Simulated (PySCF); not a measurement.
Fe(OH2)6 (FeH12O6), SMILES [OH2]->[Fe+2](<-[OH2])(<-[OH2])(<-[OH2])(<-[OH2])<-[OH2] (connectivity only; charge and spin as stated), charge +2, multiplicity 5. Atoms are numbered in the order given.

```xyz
19

Fe     0.0000     0.0000     0.0000
O     -2.1088    -0.3965     0.0000
H     -2.5240    -1.2819     0.0000
H     -2.8430     0.2494     0.0000
O     -0.4017     2.0743     0.0000
H     -0.5786     2.6345    -0.7829
H     -0.5786     2.6345     0.7829
O      0.0000     0.0000     2.1386
H      0.6920     0.3614     2.7279
H     -0.6920    -0.3614     2.7279
O      0.0000     0.0000    -2.1386
H     -0.6920    -0.3614    -2.7279
H      0.6920     0.3614    -2.7279
O      0.4017    -2.0743     0.0000
H      0.5786    -2.6345     0.7829
H      0.5786    -2.6345    -0.7829
O      2.1088     0.3965     0.0000
H      2.8430    -0.2494     0.0000
H      2.5240     1.2819     0.0000
```
Charge +2, spin multiplicity 5.

Geometry optimised at PBE-D3(BJ)/def2-SVP. The spin state was assumed, not searched. The isomer is the one that the SMILES or the coordinates give; other isomers of the formula were not compared.

Calculation: PySCF with TDA-ωB97X/def2-SVP.

Vertical excitations. Isolated molecule, no solvent.

Computed lowest excited states:
| state | energy (eV) | λ (nm) | f | main pairs |
|---|---|---|---|---|
| root 1 | 0.15 | 8137 | 0.000 | β HOMO→LUMO 95 % |
| root 2 | 0.16 | 7572 | 0.000 | β HOMO→LUMO+1 98 % |
| root 3 | 1.15 | 1080 | 0.000 | β HOMO→LUMO+2 86 % |
| root 4 | 1.42 | 874 | 0.000 | β HOMO→LUMO+4 89 % |
| root 5 | 6.00 | 207 | 0.000 | β HOMO→LUMO+3 84 % |
| root 6 | 7.81 | 159 | 0.000 | β HOMO−2→LUMO 96 % |
| root 7 | 7.82 | 159 | 0.000 | α HOMO→LUMO 85 % |
| root 8 | 7.85 | 158 | 0.000 | β HOMO−3→LUMO 98 % |
| root 9 | 7.85 | 158 | 0.007 | β HOMO−1→LUMO 96 % |
| root 10 | 7.95 | 156 | 0.021 | β HOMO−1→LUMO+1 98 % |
Unrestricted roots are not spin-pure.
